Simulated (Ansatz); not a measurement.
`O[SiH]([SiH3])O[SiH3]` + H–F → `O[SiH](F)[SiH3]` + `O[SiH3]`  (ligand exchange at the Si–O bond)

Gas-phase electronic energies from Ansatz, PBE0-D4/def2-TZVP geometries. CCSD(T)/CBS is the MP2 limit (def2-TZVPP, def2-QZVPP) plus CCSD(T) − MP2 in def2-TZVPP, frozen cores. This one scheme is used for every species. Functionals use def2-TZVPP. B3LYP here is the variant with VWN-RPA as its local correlation; programs differ in this. Each species was taken in one conformer, which may not be the lowest.

`O[SiH]([SiH3])O[SiH3]`:

```xyz
13

O    -2.142    1.267    0.090
Si   -0.512    1.134   -0.061
Si    0.058   -0.089   -1.987
O     0.143    0.404    1.247
Si    0.970   -0.865    1.862
H    -2.670    0.468    0.042
H    -0.033    2.534   -0.097
H    -0.611   -1.422   -1.961
H    -0.389    0.632   -3.210
H     1.528   -0.308   -2.072
H     1.263   -1.849    0.784
H     0.151   -1.519    2.912
H     2.245   -0.387    2.451
```

H–F:

Z-matrix (Å, degrees):
```
F
H 1 0.920
```

`O[SiH](F)[SiH3]`:

```xyz
9

O    -1.393    0.341    1.267
Si    0.024    0.713    0.539
F     1.214    0.714    1.614
Si    0.426   -0.949   -1.057
H    -1.797    0.986    1.850
H    -0.013    2.100    0.003
H     1.742   -0.709   -1.707
H    -0.638   -0.907   -2.095
H     0.434   -2.289   -0.414
```

`O[SiH3]`:

Z-matrix (Å, degrees):
```
Si
O 1 1.648
H 1 1.489 2 111.7
H 1 1.489 2 111.7 3 120.9
H 1 1.481 2 105.9 3 -119.6
H 2 0.957 1 117.9 3 -60.5
```

```json
{"species": "`O[SiH]([SiH3])O[SiH3]`", "B3LYP energy (Eh)": "-1024.03325"}
{"species": "H–F", "B3LYP energy (Eh)": "-100.49272"}
{"species": "`O[SiH](F)[SiH3]`", "B3LYP energy (Eh)": "-757.31383"}
{"species": "`O[SiH3]`", "B3LYP energy (Eh)": "-367.22653"}
```

Problem. Work out ΔE.

Solution. ΔE = (-757.31383) + (-367.22653) − (-1024.03325) − (-100.49272) = -0.01439 Eh = -9.0 kcal/mol. CCSD(T)/CBS gives -5.5 kcal/mol.

Problem. What do rigid-rotor, harmonic-oscillator terms from PBE0-D4/def2-TZVP frequencies (298.15 K, 1 bar) make of the CCSD(T)/CBS value? (An estimate is asked.)

Solution. The calculation gave: ΔZPE = +1.0 kcal/mol, ΔH = -5.4 kcal/mol, ΔS = 4 J/(mol·K), ΔG = -5.7 kcal/mol. Modes under 50 cm⁻¹ make the entropy rough.

Largest T1 diagnostic among the species: 0.013.

From BLYP to BHLYP (50 % exact exchange), in def2-TZVPP and without D4, ΔE moves by +1.5 kcal/mol. In def2-TZVPP, CCSD(T) changes the Hartree–Fock value by +2.8 kcal/mol (the triples alone add +0.4 kcal/mol) and MP2 by +3.2 kcal/mol.
